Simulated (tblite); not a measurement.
A geometry optimisation, step by step.

Species: C6H7FGe.
Numbering: `[CH:1]#[C:2][C:3]#[C:4][CH2:5][CH2:6][GeH2:7][F:8]` (hydrogens: H9 on C1; H10, H11 on C5; H12, H13 on C6; H14, H15 on Ge7)

Computed with GFN2-xTB (tblite), gas phase: L-BFGS steps from a force-field or distance-geometry start until the largest atomic force falls under 0.01 eV/Å. 13 of its 150 geometries are shown.

Step 0: E = -624.5757 eV, largest atomic force 2.273 eV/Å
```
atom  x, y, z in Å  |  force x, y, z in eV/Å
C1      4.080   -0.344    0.634   -1.741  -0.203  -0.638
C2      2.939   -0.479    0.214   -0.074  -0.023   0.033
C3      1.619   -0.647   -0.247   -0.291  -0.322  -0.141
C4      0.471   -0.792   -0.666    2.090  -0.587   0.675
C5     -0.902   -0.991   -1.125    0.411  -0.163  -0.946
C6     -1.843   -0.357   -0.126    0.081  -0.414   1.356
Ge7    -1.354    1.530   -0.050   -0.830   0.882   0.306
F8      0.265    1.673   -0.723   -0.514   0.835   0.067
H9      5.066   -0.221    0.990   -0.303  -0.034  -0.119
H10    -0.999   -0.426   -2.095    0.046  -0.658   0.518
H11    -1.143   -2.068   -1.291    0.338   0.612   0.050
H12    -2.911   -0.519   -0.365    0.598  -0.023   0.207
H13    -1.597   -0.745    0.909   -0.595  -0.059  -0.972
H14    -2.334    2.293   -0.984    0.557   0.141   0.176
H15    -1.361    2.100    1.397    0.226   0.017  -0.571
```

Step 12: E = -625.1096 eV, largest atomic force 0.204 eV/Å
```
atom  x, y, z in Å  |  force x, y, z in eV/Å
C1      4.014   -0.358    0.612    0.192   0.005   0.070
C2      2.897   -0.531    0.204   -0.139  -0.073  -0.067
C3      1.631   -0.720   -0.251   -0.018  -0.064  -0.021
C4      0.525   -0.921   -0.689    0.106  -0.014   0.069
C5     -0.846   -1.028   -1.125   -0.021   0.019  -0.006
C6     -1.777   -0.384   -0.088   -0.011   0.084  -0.019
Ge7    -1.470    1.592   -0.003    0.103  -0.068  -0.047
F8      0.109    1.917   -0.693   -0.025   0.044   0.023
H9      4.991   -0.215    0.962    0.023   0.022   0.013
H10    -0.938   -0.491   -2.080   -0.046  -0.132   0.026
H11    -1.107   -2.082   -1.278   -0.014   0.079  -0.011
H12    -2.817   -0.550   -0.377   -0.001  -0.048   0.025
H13    -1.628   -0.838    0.898    0.021   0.080  -0.159
H14    -2.275    2.413   -0.982   -0.095   0.007   0.104
H15    -1.314    2.206    1.362   -0.075   0.059  -0.003
```

Step 25: E = -625.1371 eV, largest atomic force 0.060 eV/Å
```
atom  x, y, z in Å  |  force x, y, z in eV/Å
C1      4.032   -0.388    0.615    0.012  -0.008   0.005
C2      2.921   -0.601    0.202    0.043  -0.003  -0.002
C3      1.659   -0.798   -0.258    0.009   0.010   0.002
C4      0.545   -0.944   -0.695   -0.017  -0.017   0.012
C5     -0.827   -1.039   -1.132   -0.014   0.008   0.004
C6     -1.754   -0.355   -0.119   -0.010   0.034   0.001
Ge7    -1.484    1.620   -0.011   -0.026   0.052   0.016
F8      0.082    2.003   -0.686   -0.038   0.020  -0.023
H9      4.999   -0.199    0.970    0.037  -0.014   0.016
H10    -0.915   -0.561   -2.113   -0.029   0.013  -0.012
H11    -1.111   -2.092   -1.239    0.007  -0.015   0.004
H12    -2.796   -0.538   -0.388   -0.001  -0.017  -0.015
H13    -1.593   -0.788    0.870    0.009   0.002   0.007
H14    -2.384    2.446   -0.903    0.023  -0.023  -0.012
H15    -1.379    2.242    1.360   -0.003  -0.041  -0.003
```

Step 37: E = -625.1414 eV, largest atomic force 0.043 eV/Å
```
atom  x, y, z in Å  |  force x, y, z in eV/Å
C1      4.054   -0.417    0.618    0.034  -0.006   0.008
C2      2.946   -0.620    0.195   -0.024   0.001  -0.016
C3      1.681   -0.804   -0.267   -0.012   0.025   0.009
C4      0.557   -0.932   -0.690    0.028  -0.008   0.031
C5     -0.817   -1.032   -1.123    0.008  -0.009  -0.008
C6     -1.752   -0.343   -0.121   -0.007   0.006  -0.004
Ge7    -1.512    1.635   -0.020   -0.028   0.000  -0.001
F8      0.032    2.061   -0.717    0.008  -0.017   0.001
H9      5.021   -0.237    0.981   -0.007  -0.024  -0.005
H10    -0.908   -0.569   -2.111   -0.018   0.019   0.003
H11    -1.100   -2.087   -1.215    0.032  -0.024  -0.007
H12    -2.788   -0.549   -0.395   -0.014   0.012  -0.006
H13    -1.592   -0.762    0.874    0.019  -0.002  -0.008
H14    -2.421    2.453   -0.905   -0.025  -0.001   0.008
H15    -1.406    2.212    1.367    0.004   0.028  -0.004
```

Step 50: E = -625.1483 eV, largest atomic force 0.045 eV/Å
```
atom  x, y, z in Å  |  force x, y, z in eV/Å
C1      4.111   -0.503    0.618   -0.034  -0.003  -0.006
C2      2.987   -0.608    0.199    0.012  -0.010   0.016
C3      1.712   -0.737   -0.255   -0.003  -0.012   0.012
C4      0.583   -0.867   -0.661   -0.025  -0.019  -0.017
C5     -0.786   -1.007   -1.105   -0.001   0.015   0.003
C6     -1.758   -0.339   -0.122    0.006  -0.011  -0.010
Ge7    -1.589    1.647   -0.036    0.028   0.003   0.002
F8     -0.070    2.091   -0.778   -0.006   0.009  -0.020
H9      5.089   -0.406    0.982    0.009   0.005  -0.010
H10    -0.884   -0.559   -2.100    0.007   0.041   0.018
H11    -1.028   -2.073   -1.196    0.012   0.021   0.036
H12    -2.784   -0.582   -0.405    0.010  -0.012   0.001
H13    -1.593   -0.736    0.882    0.002  -0.022  -0.024
H14    -2.547    2.443   -0.889   -0.010  -0.016  -0.006
H15    -1.446    2.245    1.339   -0.006   0.010   0.006
```

Step 62: E = -625.1513 eV, largest atomic force 0.046 eV/Å
```
atom  x, y, z in Å  |  force x, y, z in eV/Å
C1      4.133   -0.548    0.621   -0.010   0.000  -0.010
C2      3.002   -0.630    0.218    0.022   0.007   0.017
C3      1.722   -0.734   -0.226    0.018  -0.008   0.002
C4      0.595   -0.839   -0.644    0.014  -0.023  -0.008
C5     -0.769   -0.981   -1.099    0.011  -0.004  -0.007
C6     -1.752   -0.336   -0.116   -0.013  -0.007  -0.005
Ge7    -1.618    1.651   -0.038    0.036   0.026  -0.011
F8     -0.132    2.121   -0.836   -0.039  -0.010   0.016
H9      5.122   -0.470    0.962   -0.008   0.002   0.002
H10    -0.867   -0.520   -2.087    0.014   0.016  -0.005
H11    -0.998   -2.049   -1.196   -0.009  -0.001  -0.015
H12    -2.771   -0.592   -0.411   -0.027  -0.015   0.019
H13    -1.587   -0.746    0.882   -0.009   0.012   0.014
H14    -2.620    2.401   -0.881   -0.015   0.006  -0.010
H15    -1.463    2.280    1.322    0.016   0.000   0.001
```

Step 74: E = -625.1534 eV, largest atomic force 0.022 eV/Å
```
atom  x, y, z in Å  |  force x, y, z in eV/Å
C1      4.157   -0.582    0.622   -0.015   0.000   0.003
C2      3.018   -0.659    0.239    0.018   0.000   0.002
C3      1.736   -0.754   -0.203    0.012   0.001   0.003
C4      0.607   -0.846   -0.621    0.008   0.003  -0.002
C5     -0.752   -0.960   -1.094    0.000   0.001   0.001
C6     -1.748   -0.333   -0.110   -0.003   0.006   0.004
Ge7    -1.653    1.658   -0.047   -0.006  -0.004  -0.007
F8     -0.202    2.146   -0.892   -0.001  -0.010  -0.020
H9      5.148   -0.509    0.956   -0.015   0.000  -0.001
H10    -0.827   -0.466   -2.069   -0.003   0.004  -0.008
H11    -0.994   -2.021   -1.230    0.005  -0.008  -0.004
H12    -2.763   -0.613   -0.401   -0.005   0.002   0.012
H13    -1.574   -0.732    0.891    0.003  -0.007  -0.002
H14    -2.700    2.373   -0.868    0.006   0.011   0.010
H15    -1.456    2.307    1.298   -0.004   0.001   0.009
```

Step 87: E = -625.1543 eV, largest atomic force 0.033 eV/Å
```
atom  x, y, z in Å  |  force x, y, z in eV/Å
C1      4.162   -0.599    0.633   -0.033   0.002  -0.001
C2      3.022   -0.671    0.249    0.032   0.001  -0.007
C3      1.743   -0.760   -0.200    0.001   0.012   0.011
C4      0.614   -0.837   -0.620   -0.029  -0.007  -0.015
C5     -0.745   -0.947   -1.096   -0.010   0.004   0.005
C6     -1.744   -0.334   -0.105    0.004  -0.004  -0.004
Ge7    -1.668    1.658   -0.051   -0.002  -0.006   0.014
F8     -0.246    2.135   -0.949    0.009   0.011  -0.008
H9      5.152   -0.527    0.969    0.004  -0.003   0.008
H10    -0.823   -0.439   -2.064    0.012  -0.017  -0.002
H11    -0.983   -2.007   -1.246    0.006   0.011  -0.004
H12    -2.757   -0.628   -0.387    0.011   0.002   0.014
H13    -1.555   -0.728    0.895   -0.011  -0.002  -0.006
H14    -2.735    2.377   -0.841   -0.012  -0.004  -0.003
H15    -1.440    2.315    1.286    0.017  -0.003  -0.002
```

Step 99: E = -625.1576 eV, largest atomic force 0.094 eV/Å
```
atom  x, y, z in Å  |  force x, y, z in eV/Å
C1      4.130   -0.614    0.705   -0.051  -0.007  -0.054
C2      3.013   -0.680    0.260    0.068   0.012   0.017
C3      1.745   -0.760   -0.224    0.025   0.028   0.045
C4      0.622   -0.819   -0.658   -0.055  -0.029  -0.038
C5     -0.741   -0.931   -1.124   -0.005  -0.011   0.010
C6     -1.720   -0.335   -0.102    0.016  -0.018  -0.012
Ge7    -1.665    1.658   -0.054    0.058   0.009   0.074
F8     -0.372    2.147   -1.131   -0.043  -0.003   0.000
H9      5.111   -0.552    1.069    0.002   0.000   0.021
H10    -0.835   -0.415   -2.086    0.006  -0.008   0.014
H11    -0.974   -1.992   -1.279   -0.003   0.009  -0.011
H12    -2.739   -0.647   -0.341    0.027   0.008  -0.019
H13    -1.482   -0.727    0.888   -0.034   0.015   0.010
H14    -2.842    2.358   -0.692    0.007   0.015   0.002
H15    -1.255    2.318    1.242   -0.018  -0.021  -0.060
```

Step 112: E = -625.1654 eV, largest atomic force 0.122 eV/Å
```
atom  x, y, z in Å  |  force x, y, z in eV/Å
C1      4.111   -0.657    0.780    0.098   0.015   0.071
C2      3.010   -0.680    0.294   -0.072  -0.010  -0.019
C3      1.753   -0.734   -0.223    0.116  -0.019   0.023
C4      0.649   -0.824   -0.701   -0.050   0.027   0.003
C5     -0.718   -0.917   -1.155   -0.012   0.007   0.018
C6     -1.673   -0.333   -0.106   -0.030   0.007  -0.001
Ge7    -1.660    1.663   -0.053    0.000  -0.008  -0.015
F8     -0.671    2.183   -1.410   -0.052  -0.025   0.048
H9      5.068   -0.627    1.213   -0.073   0.004  -0.068
H10    -0.826   -0.382   -2.103    0.027   0.036  -0.017
H11    -0.966   -1.969   -1.334    0.017  -0.043   0.022
H12    -2.693   -0.655   -0.325   -0.028   0.005  -0.026
H13    -1.416   -0.724    0.880   -0.008   0.011  -0.018
H14    -2.981    2.315   -0.397    0.047   0.006   0.014
H15    -0.994    2.350    1.111    0.020  -0.014  -0.035
```

Step 124: E = -625.2223 eV, largest atomic force 0.347 eV/Å
```
atom  x, y, z in Å  |  force x, y, z in eV/Å
C1      4.075   -0.614    0.910    0.315  -0.001   0.113
C2      3.009   -0.662    0.360   -0.338  -0.004  -0.077
C3      1.765   -0.730   -0.183   -0.087  -0.009  -0.025
C4      0.653   -0.819   -0.645    0.144   0.014   0.034
C5     -0.686   -0.949   -1.165   -0.012   0.029  -0.014
C6     -1.715   -0.326   -0.213   -0.030  -0.010   0.022
Ge7    -1.543    1.649   -0.044   -0.187  -0.148   0.172
F8     -1.457    2.224   -1.681    0.046   0.086  -0.229
H9      5.022   -0.584    1.357    0.046   0.023   0.005
H10    -0.738   -0.456   -2.143   -0.020   0.009   0.049
H11    -0.900   -2.014   -1.311   -0.051   0.010   0.016
H12    -2.723   -0.537   -0.587    0.048   0.030   0.034
H13    -1.634   -0.769    0.783    0.010  -0.029  -0.108
H14    -2.796    2.329    0.446   -0.041   0.015   0.016
H15    -0.337    2.265    0.591    0.158  -0.013  -0.008
```

Step 137: E = -625.2418 eV, largest atomic force 0.058 eV/Å
```
atom  x, y, z in Å  |  force x, y, z in eV/Å
C1      4.057   -0.545    0.920   -0.007   0.006   0.004
C2      2.973   -0.651    0.407   -0.020   0.021   0.006
C3      1.735   -0.756   -0.146   -0.027  -0.009   0.018
C4      0.631   -0.853   -0.625   -0.017   0.001   0.012
C5     -0.704   -0.964   -1.167    0.002   0.003  -0.002
C6     -1.746   -0.334   -0.235    0.017  -0.041  -0.007
Ge7    -1.484    1.621   -0.027    0.004   0.051  -0.028
F8     -1.576    2.231   -1.673    0.000  -0.008   0.007
H9      4.999   -0.449    1.368    0.025  -0.013  -0.011
H10    -0.731   -0.458   -2.138   -0.010  -0.007  -0.005
H11    -0.939   -2.023   -1.326    0.007   0.009  -0.008
H12    -2.745   -0.488   -0.652    0.005  -0.014   0.004
H13    -1.719   -0.821    0.741    0.009   0.014  -0.015
H14    -2.620    2.369    0.627    0.015  -0.008   0.015
H15    -0.136    2.129    0.400   -0.004  -0.006   0.010
```

Step 149: E = -625.2437 eV, largest atomic force 0.008 eV/Å
```
atom  x, y, z in Å  |  force x, y, z in eV/Å
C1      4.056   -0.541    0.921    0.002  -0.002   0.001
C2      2.959   -0.639    0.433   -0.003  -0.001   0.001
C3      1.718   -0.746   -0.111   -0.001   0.000  -0.005
C4      0.626   -0.852   -0.614   -0.008   0.002  -0.002
C5     -0.702   -0.967   -1.172   -0.003  -0.001  -0.006
C6     -1.748   -0.336   -0.246   -0.001   0.003   0.000
Ge7    -1.481    1.621   -0.034    0.007   0.002   0.003
F8     -1.606    2.244   -1.672    0.001   0.001   0.000
H9      5.013   -0.458    1.340    0.003   0.002   0.002
H10    -0.722   -0.463   -2.144    0.005   0.003   0.000
H11    -0.934   -2.026   -1.332    0.003  -0.001   0.001
H12    -2.746   -0.492   -0.663   -0.001  -0.006   0.000
H13    -1.721   -0.820    0.731   -0.002   0.002   0.008
H14    -2.595    2.365    0.660    0.002  -0.004   0.000
H15    -0.122    2.116    0.375   -0.004   0.001  -0.004
```

**Question.** Summarise the path.

**Answer.** The energy falls by 15.40 kcal/mol from step 0 to step 149; nine tenths of that is first reached at step 116. It rises by more than 0.2 meV at steps 117 and 125. The largest force goes from 2.273 to 0.008 eV/Å. Among the bonds Ge7–H15 changes most, from 1.556 to 1.503 Å; the atoms move by 0.851 Å rms after alignment.

What follows is the cost of the whole relaxation. Hardware: one thread of an Arm Neoverse N1, shared host with 64 logical CPUs at a one-minute load of 60. Cost: 1.7 s.
